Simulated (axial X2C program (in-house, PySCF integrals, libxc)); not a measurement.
# Low determinants of MgW at the PBE0 level, with spin–orbit coupling

Calculated with an in-house relativistic program for diatomic molecules. Two-component (2c) means X2C with spin–orbit coupling and atomic mean-field two-electron Coulomb and Gaunt terms. Basis: W dyall-cv3z [13s14p9d7f4g], Mg dyall-cv3z [9s8p6d3f] (cores contracted in-house); Gaussian nuclei, density fitting, unrestricted open shells. Masses: W 183.951 u, Mg 23.985 u.

Search at 2.760 Å (vertical energies from the lowest determinant):

| ΔE (eV) | state | electrons beyond evenly filled partner blocks | electrons in ±ω = 1/2, 3/2, 5/2, 7/2 |
| --- | --- | --- | --- |
| 0.00 | Ω = 3 | ω = 1/2, ω = 5/2 | 51 24 9 2 |
| 0.51 | Ω = 2 | ω = -1/2, ω = 5/2 | 51 24 9 2 |
| 1.50 | Ω = 1 | ω = -3/2, ω = 5/2 | 52 23 9 2 |
| 1.61 | Ω = 2 | 2 × ω = 1/2, ω = -3/2, ω = 5/2 | 52 23 9 2 |
| 1.67 | Ω = 4 | ω = 3/2, ω = 5/2 | 52 23 9 2 |
| 1.68 | Ω = 2 | ω = 1/2, ω = 3/2 | 51 25 8 2 |
| 1.76 | Ω = 1 | ω = -3/2, ω = 5/2 | 50 25 9 2 |

Lowest determinant, Ω = 3 (⟨Sz⟩ = 2.97, ⟨Lz⟩ = 0.03 at PBE0): Re = 2.810 Å, ωe = 201.6 cm⁻¹.

The determinant in row 2 of the search, Ω = 2 (⟨Sz⟩ = 1.96, ⟨Lz⟩ = 0.04 at PBE0), was followed along the bond at PBE0; measured from the minimum of the lowest determinant it gives:

Te = 0.511 eV (4120 cm⁻¹), Re = 2.769 Å, ωe = 215.1 cm⁻¹.

Question: Compare the bond of the determinant in row 2 with that of the lowest one.

Answer: At PBE0 its Re is 0.041 Å shorter and its force constant, which goes as ωe², is 1.14 times that of the lowest determinant. T0 ≈ Te + Δωe/2 = 4120 + (7) = 4127 cm⁻¹.

The search compares states at one distance, so a state with another bond length can lie lower; it is not exhaustive and yields mostly the lowest determinant of each block pattern, so other components and higher states of one pattern are missing. These are energies of single determinants, not of spin-adapted states; PBE0 term energies can be off by some tenths of an eV, and the functional has no current term. Open-shell Ω = 0 determinants with evenly filled partner blocks cannot be reached by this program, so the Ω shown need not be the lowest component. The lowest determinant need not be the ground state where others lie within half an eV.
